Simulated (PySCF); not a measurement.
SCF from a fresh guess for doublet IrSCl₂, at the B3LYP minimum. PySCF input:

```python
from pyscf import gto, scf, dft
mol = gto.M(atom='''
Ir    -0.000000     0.000000    -0.015240
S     -0.000000     0.000000    -2.073390
Cl    -1.988480     0.000000     0.989910
Cl     1.988480     0.000000     0.989910''',
    basis={'Ir': 'def2-SVP', 'S': 'def2-SVP', 'Cl': 'def2-SVP'},
    ecp={'Ir': 'def2-SVP'},
    charge=0, spin=1)
mf = dft.UKS(mol, xc='B3LYP')
mf.grids.atom_grid = (50, 194)
aux = {'Ir': 'def2-universal-JKFIT', 'S': 'def2-universal-JKFIT', 'Cl': 'def2-universal-JKFIT'}
mf = mf.density_fit(auxbasis=aux)
mf.conv_tol = 1e-08
mf.diis_space = 10
mf.max_cycle = 60
mf.init_guess = 'minao'
mf.verbose = 4
mf.kernel()
```

Excerpt of the output (cycles alone):

```
init E= -1410.91513211885
cycle= 1 E= -1421.84248093184  delta_E= -10.9  |g|= 1.22  |ddm|= 5.83
cycle= 2 E= -1413.38986155536  delta_E= 8.45  |g|=  3.5  |ddm|= 7.04
cycle= 3 E= -1422.56027595191  delta_E= -9.17  |g|= 0.388  |ddm|= 6.71
cycle= 4 E= -1422.54550764339  delta_E= 0.0148  |g|= 0.402  |ddm|= 0.936
cycle= 5 E= -1422.64739752229  delta_E= -0.102  |g|= 0.131  |ddm|= 0.57
cycle= 6 E= -1422.65436626907  delta_E= -0.00697  |g|= 0.0528  |ddm|= 0.0797
cycle= 7 E= -1422.65586613507  delta_E= -0.0015  |g|= 0.00588  |ddm|= 0.0579
cycle= 8 E= -1422.65587734729  delta_E= -1.12e-05  |g|= 0.00381  |ddm|= 0.0092
cycle= 9 E= -1422.65588859075  delta_E= -1.12e-05  |g|= 0.000565  |ddm|= 0.00603
cycle= 10 E= -1422.6558907964  delta_E= -2.21e-06  |g|= 0.000312  |ddm|= 0.00519
cycle= 11 E= -1422.65589191173  delta_E= -1.12e-06  |g|= 0.000119  |ddm|= 0.00538
cycle= 12 E= -1422.65589205387  delta_E= -1.42e-07  |g|= 4.95e-05  |ddm|= 0.002
cycle= 13 E= -1422.65589207174  delta_E= -1.79e-08  |g|= 1.78e-05  |ddm|= 0.000681
cycle= 14 E= -1422.65589207388  delta_E= -2.14e-09  |g|= 7.56e-06  |ddm|= 0.000247
Extra cycle  E= -1422.6558920738  delta_E= 8.89e-11  |g|= 2.14e-05  |ddm|= 3.35e-05
converged SCF energy = -1422.6558920738  <S^2> = 0.75742858  2S+1 = 2.0074148
```

No lower solution of this spin was found from smeared starts or by a stability analysis within the unrestricted form.

Open d and f shells are described by one determinant, and the ground state may have another occupation or spin. With an element this heavy the missing spin–orbit coupling can shift these numbers.

The search for the lowest solution, 3 starts and the stability check together, took 19 s on 2 threads of a shared Arm Neoverse V2 host, with 86 basis functions; the process peaked at 0.44 GiB.
